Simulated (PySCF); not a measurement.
C4H5ClGe.
SMILES with atom numbers: `[Cl:1][C:2]1=[CH:3][GeH2:4][CH:5]=[CH:6]1` (hydrogens: H7 on C3; H8, H9 on Ge4; H10 on C5; H11 on C6)

All values: B3LYP/def2-SVPD (PySCF, non-relativistic), on one gas-phase PBE0-D3(BJ)/def2-SVP geometry that isn't relaxed in the solvent. The solvent is an IEF-PCM continuum (Bondi radii, 1.10 Å for H, scaled by 1.2), and excitations are vertical TDDFT with non-equilibrium linear response and a frozen core. Specific hydrogen bonds and non-electrostatic terms are outside this model. Spin–orbit coupling is left out although an atom past zinc is present.

Gas-phase singlets (H = HOMO, L = LUMO):

| state | E (eV) | λ (nm) | f | leading configurations |
| --- | --- | --- | --- | --- |
| S1 | 4.350 | 285 | 0.042 | H→L 97% |
| S2 | 5.430 | 228 | 0.001 | H-2→L 93% |
| S3 | 5.772 | 215 | 0.115 | H-1→L 87%, H→L+4 10% |
| S4 | 5.800 | 214 | 0.003 | H→L+1 96% |
| S5 | 5.867 | 211 | 0.005 | H-3→L 91% |

Problem. Give the list for acetone (ε = 20.49), n² = 1.85.

Solution. 
```tsv
state	E (eV)	λ (nm)	f	leading configurations	change by rank (eV)
S1	4.346	285	0.057	H→L 98%	-0.004
S2	5.453	227	0.000	H-2→L 94%	+0.023
S3	5.792	214	0.166	H-1→L 89%, H→L+4 9%	+0.020
S4	5.819	213	0.002	H→L+1 96%	+0.019
S5	5.891	210	0.008	H-3→L 94%	+0.024
```

Problem. How do the frontier levels move from gas to acetone?

Solution. 
| orbital | gas (eV) | solvent (eV) | change (eV) | Löwdin shares, gas | Löwdin shares, solvent |
| --- | --- | --- | --- | --- | --- |
| LUMO+2 | 0.21 | 0.35 | +0.14 | Ge4 41 %, H9 12 %, H8 12 %, C3 9 % | Ge4 38 %, Cl1 11 %, H9 10 %, H8 10 % |
| LUMO+1 | 0.01 | 0.12 | +0.11 | Ge4 30 %, Cl1 21 %, H9 10 %, H8 10 % | Cl1 32 %, Ge4 23 %, C2 12 %, H9 8 % |
| LUMO | -1.92 | -1.82 | +0.10 | C5 21 %, C3 18 %, C6 17 %, C2 17 % | C5 20 %, C3 18 %, C2 18 %, C6 17 % |
| HOMO | -6.77 | -6.70 | +0.07 | C3 29 %, C5 19 %, C2 19 %, Cl1 12 % | C3 28 %, C5 20 %, C2 19 %, C6 13 % |
| HOMO-1 | -8.33 | -8.29 | +0.04 | Cl1 31 %, C6 21 %, C5 16 %, C2 10 % | Cl1 28 %, C6 20 %, C5 14 %, Ge4 11 % |
| HOMO-2 | -8.51 | -8.49 | +0.02 | Cl1 55 %, C3 16 %, Ge4 9 %, C5 6 % | Cl1 36 %, C3 19 %, Ge4 14 %, C5 14 % |
| HOMO-3 | -8.96 | -8.82 | +0.14 | C5 31 %, Ge4 22 %, C6 12 %, Cl1 12 % | C5 24 %, Ge4 20 %, Cl1 20 %, C6 11 % |

The HOMO–LUMO gap goes from 4.84 to 4.88 eV. Rows go by rank; for LUMO+1 and LUMO+2 the atom shares or the degeneracy differ between the runs, so the row needn't follow one orbital.
